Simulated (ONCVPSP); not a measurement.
## manganese: one change to an ONCV potential, before and after

- Element: manganese
- Generator: ONCVPSP 4.0.1
- Type: optimised norm-conserving Vanderbilt (ONCV)
- Functional: Wu-Cohen
- Relativity: fully relativistic
- Frozen core: [Ne]
- Valence charge: 15
- Reference configuration: 3s2 3p6 3d5 4s2
- Partial waves: 3s+4s: rc 1.30 bohr, ncon 3, nbas 7, qcut 10.6 1/bohr, 3 projectors, debl 0.9 Ha; 3p: rc 1.25 bohr, ncon 5, nbas 8, qcut 10.5 1/bohr, 2 projectors, debl 3.6 Ha; 3d: rc 2.00 bohr, ncon 5, nbas 9, qcut 9.5 1/bohr, 2 projectors, debl 1.8 Ha
- Local potential: polynomial inside 1.25 bohr (lpopt 5, dvloc0 0 Ha)
- Core correction: polynomial model core, fcfact 0.7

Open shells are filled in proportion to 2j + 1.

All-electron outer shells of the reference configuration (Wu-Cohen, scalar-relativistic, ld1.x):

```
shell  level (eV)  outermost node (bohr)  outermost maximum (bohr)
   2p     -630.21                      –                      0.19
   3s      -85.68                   0.34                      0.74
   3p      -54.52                   0.31                      0.75
   3d       -6.80                      –                      0.76
   4s       -5.14                   1.05                      2.51
```

Change: all radii but the core radius scaled by about 1.13 (s 1.48, p 1.42, d 2.26 bohr); local potential polynomial inside 1.42 bohr (lpopt 5, dvloc0 0 Ha).

Cutoffs: the cutoffs (Ha) at which the residual kinetic energy of the hardest occupied pseudo-wave falls to 1 and 0.1 mHa per electron; they do not see the model core or the augmentation charge, which bear on the density cutoff. Errors are all-electron minus pseudo energies relative to the spin-unpolarised reference configuration.

Predict the effect on cutoff, ghosts and configuration errors.

The potential gets softer (36 Ha and 43 Ha → 32 Ha and 39 Ha); of the 4 tests that both files solve, the error grows in 4 and shrinks in 0 by more than 15 % and 0.3 meV (median size 38.0 → 62.1 meV); neither file shows a bound ghost. A larger radius leaves more room for a smooth pseudo-wave, so fewer plane waves are needed. More of the atom is replaced by a form fitted at one configuration, so other configurations suffer.

```csv
quantity,base,changed
"cutoff, loose",36 Ha,32 Ha
"cutoff, tight",43 Ha,39 Ha
loose cutoff by channel,"s 36 Ha, p 29 Ha, d 32 Ha","s 32 Ha, p 30 Ha, d 28 Ha"
bound ghosts,none,none
GHOST(+) flags under 300 eV,none,none
"error for 3s2 3p6 3d5 4s1, meV [ΔE 8.45 eV]",+2.3,+3.4
"error for 3s2 3p6 3d5 4s0, meV [ΔE 23.93 eV]",+12,+17
"error for 3s2 3p6 3d4 4s0, meV [ΔE 56.44 eV]",+64,+107
"error for 3s2 3p6 3d3 4s0, meV [ΔE 107.21 eV]",+618,+942
"rms error of d²Exc/dni dnj with the model core, mHa",5.65,5.39
```
